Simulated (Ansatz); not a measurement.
`C=CS[SiH3]` from Hartree–Fock to CCSD(T)

```xyz
10

C     1.671   -1.153   -0.917
C     0.478   -0.652   -0.624
S    -0.243   -0.768    0.978
Si   -1.330    1.069    1.002
H     2.300   -1.614   -0.164
H     2.042   -1.120   -1.934
H    -0.138   -0.195   -1.393
H    -2.190    1.013    2.209
H    -2.158    1.172   -0.228
H    -0.431    2.249    1.071
```

Charge 0, multiplicity 1. The structure was optimised at the PBE0-D4/def2-TZVP level. It is one conformer, not always the lowest. Frozen core, restricted reference, the Gaussian-basis code of Ansatz. CBS rows extrapolate triple and quadruple zeta; past MP2 they add the triple-zeta difference.

| basis | HF (Eh) | MP2 corr. |
| --- | --- | --- |
| def2-SVP | -765.40587 | -0.49976 |
| def2-TZVPP | -765.73773 | -0.62850 |
| def2-QZVPP | -765.76160 | -0.67450 |

Task: Estimate the CCSD correlation energy and the (T) correction in each basis where they were run (hartree).

Result: 
```csv
basis,CCSD corr.,(T)
def2-SVP,-0.55619,-0.01877
def2-TZVPP,-0.68044,-0.03096
CBS(def2),-0.76051,as TZ
```
